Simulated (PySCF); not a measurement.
C₆ coefficients of unlike pairs at wB97X-V

Calculated with PySCF 2.14 from the dipole response of each species, C₆(A,B) = (3/π) ∫ α_A(iu) α_B(iu) du, in atomic units, from isotropic polarisabilities. For ions this is the dispersion term alone; charge-induced terms of lower order in 1/R come first.

```
species      configuration                                        basis      relativity  α (bohr³)  C₆ (like pair)
     Mo  [Kr] 4d5 5s1 (7S)  aug-cc-pwCVTZ-PP with ECP28MDF (8s8p7d4f3g)  core potential      91.71           989.4
   Si²⁺      [Ne] 3s2 (1S)                         dyall-av2z (13s9p2d)            none      12.03           41.45
    Mo⁺      [Kr] 4d5 (6S)  aug-cc-pwCVTZ-PP with ECP28MDF (8s8p7d4f3g)  core potential      20.70           133.6
    Si⁺  [Ne] 3s2 3p1 (2P)                      aug-cc-pVDZ-DK (5s4p2d)   spin-free X2C      19.13           101.7
```

Q: Estimate C₆ for Si⁺ with Si²⁺.

A: The integral gives 64.89. The combination rule 2 C_A C_B / (C_A α_B/α_A + C_B α_A/α_B) gives 64.91 and the geometric mean 64.91.

No spin-orbit coupling is included.

The other pairs:

| pair | C₆ |
| --- | --- |
| Si⁺, Mo | 300.3 |
| Si²⁺, Mo | 191.0 |
| Mo⁺, Si²⁺ | 73.02 |
| Mo⁺, Mo | 333.6 |
| Si⁺, Mo⁺ | 114.0 |
